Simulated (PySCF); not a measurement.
```json
{"wavenumber (cm⁻¹)": "0", "absorption (km/mol per cm⁻¹)": "0.001"}
{"wavenumber (cm⁻¹)": "7", "absorption (km/mol per cm⁻¹)": "0.001"}
{"wavenumber (cm⁻¹)": "14", "absorption (km/mol per cm⁻¹)": "0.001"}
{"wavenumber (cm⁻¹)": "21", "absorption (km/mol per cm⁻¹)": "0.001"}
{"wavenumber (cm⁻¹)": "28", "absorption (km/mol per cm⁻¹)": "0.002"}
{"wavenumber (cm⁻¹)": "35", "absorption (km/mol per cm⁻¹)": "0.002"}
{"wavenumber (cm⁻¹)": "42", "absorption (km/mol per cm⁻¹)": "0.002"}
{"wavenumber (cm⁻¹)": "49", "absorption (km/mol per cm⁻¹)": "0.002"}
{"wavenumber (cm⁻¹)": "56", "absorption (km/mol per cm⁻¹)": "0.003"}
{"wavenumber (cm⁻¹)": "63", "absorption (km/mol per cm⁻¹)": "0.005"}
{"wavenumber (cm⁻¹)": "70", "absorption (km/mol per cm⁻¹)": "0.008"}
{"wavenumber (cm⁻¹)": "77", "absorption (km/mol per cm⁻¹)": "0.022"}
{"wavenumber (cm⁻¹)": "84", "absorption (km/mol per cm⁻¹)": "0.043"}
{"wavenumber (cm⁻¹)": "91", "absorption (km/mol per cm⁻¹)": "0.063"}
{"wavenumber (cm⁻¹)": "98", "absorption (km/mol per cm⁻¹)": "0.021"}
{"wavenumber (cm⁻¹)": "105", "absorption (km/mol per cm⁻¹)": "0.009"}
{"wavenumber (cm⁻¹)": "112", "absorption (km/mol per cm⁻¹)": "0.005"}
{"wavenumber (cm⁻¹)": "119", "absorption (km/mol per cm⁻¹)": "0.004"}
{"wavenumber (cm⁻¹)": "126", "absorption (km/mol per cm⁻¹)": "0.003"}
{"wavenumber (cm⁻¹)": "133", "absorption (km/mol per cm⁻¹)": "0.003"}
{"wavenumber (cm⁻¹)": "140", "absorption (km/mol per cm⁻¹)": "0.003"}
{"wavenumber (cm⁻¹)": "147", "absorption (km/mol per cm⁻¹)": "0.003"}
{"wavenumber (cm⁻¹)": "154", "absorption (km/mol per cm⁻¹)": "0.003"}
{"wavenumber (cm⁻¹)": "161", "absorption (km/mol per cm⁻¹)": "0.003"}
{"wavenumber (cm⁻¹)": "168", "absorption (km/mol per cm⁻¹)": "0.004"}
{"wavenumber (cm⁻¹)": "175", "absorption (km/mol per cm⁻¹)": "0.004"}
{"wavenumber (cm⁻¹)": "182", "absorption (km/mol per cm⁻¹)": "0.004"}
{"wavenumber (cm⁻¹)": "189", "absorption (km/mol per cm⁻¹)": "0.004"}
{"wavenumber (cm⁻¹)": "196", "absorption (km/mol per cm⁻¹)": "0.005"}
{"wavenumber (cm⁻¹)": "203", "absorption (km/mol per cm⁻¹)": "0.005"}
{"wavenumber (cm⁻¹)": "210", "absorption (km/mol per cm⁻¹)": "0.006"}
{"wavenumber (cm⁻¹)": "217", "absorption (km/mol per cm⁻¹)": "0.007"}
{"wavenumber (cm⁻¹)": "224", "absorption (km/mol per cm⁻¹)": "0.007"}
{"wavenumber (cm⁻¹)": "231", "absorption (km/mol per cm⁻¹)": "0.009"}
{"wavenumber (cm⁻¹)": "238", "absorption (km/mol per cm⁻¹)": "0.010"}
{"wavenumber (cm⁻¹)": "245", "absorption (km/mol per cm⁻¹)": "0.011"}
{"wavenumber (cm⁻¹)": "252", "absorption (km/mol per cm⁻¹)": "0.013"}
{"wavenumber (cm⁻¹)": "259", "absorption (km/mol per cm⁻¹)": "0.016"}
{"wavenumber (cm⁻¹)": "266", "absorption (km/mol per cm⁻¹)": "0.019"}
{"wavenumber (cm⁻¹)": "273", "absorption (km/mol per cm⁻¹)": "0.024"}
{"wavenumber (cm⁻¹)": "281", "absorption (km/mol per cm⁻¹)": "0.031"}
{"wavenumber (cm⁻¹)": "288", "absorption (km/mol per cm⁻¹)": "0.041"}
{"wavenumber (cm⁻¹)": "295", "absorption (km/mol per cm⁻¹)": "0.057"}
{"wavenumber (cm⁻¹)": "302", "absorption (km/mol per cm⁻¹)": "0.083"}
{"wavenumber (cm⁻¹)": "309", "absorption (km/mol per cm⁻¹)": "0.134"}
{"wavenumber (cm⁻¹)": "316", "absorption (km/mol per cm⁻¹)": "0.249"}
{"wavenumber (cm⁻¹)": "323", "absorption (km/mol per cm⁻¹)": "0.594"}
{"wavenumber (cm⁻¹)": "330", "absorption (km/mol per cm⁻¹)": "2.107"}
{"wavenumber (cm⁻¹)": "337", "absorption (km/mol per cm⁻¹)": "2.639"}
{"wavenumber (cm⁻¹)": "344", "absorption (km/mol per cm⁻¹)": "0.715"}
{"wavenumber (cm⁻¹)": "351", "absorption (km/mol per cm⁻¹)": "0.283"}
{"wavenumber (cm⁻¹)": "358", "absorption (km/mol per cm⁻¹)": "0.148"}
{"wavenumber (cm⁻¹)": "365", "absorption (km/mol per cm⁻¹)": "0.090"}
{"wavenumber (cm⁻¹)": "372", "absorption (km/mol per cm⁻¹)": "0.060"}
{"wavenumber (cm⁻¹)": "379", "absorption (km/mol per cm⁻¹)": "0.043"}
{"wavenumber (cm⁻¹)": "386", "absorption (km/mol per cm⁻¹)": "0.032"}
{"wavenumber (cm⁻¹)": "393", "absorption (km/mol per cm⁻¹)": "0.025"}
{"wavenumber (cm⁻¹)": "400", "absorption (km/mol per cm⁻¹)": "0.020"}
{"wavenumber (cm⁻¹)": "407", "absorption (km/mol per cm⁻¹)": "0.016"}
{"wavenumber (cm⁻¹)": "414", "absorption (km/mol per cm⁻¹)": "0.014"}
```

This is the computed harmonic infrared spectrum of singlet TeSe₃, Lorentzian lines of 10 cm⁻¹ full width. All numbers come from PBE0/[Te def2-TZVP with ECP28, Se def2-TZVP], scalar-relativistic core potentials, density fitting, no spin–orbit coupling, PySCF.

Q: Which bands make it up, and how are they assigned?

A: In D3h symmetry, counting bands above 1 % of the strongest: 91 cm⁻¹ (e', bend, 0.9 km/mol); 334 cm⁻¹ (e', stretch, 55 km/mol).
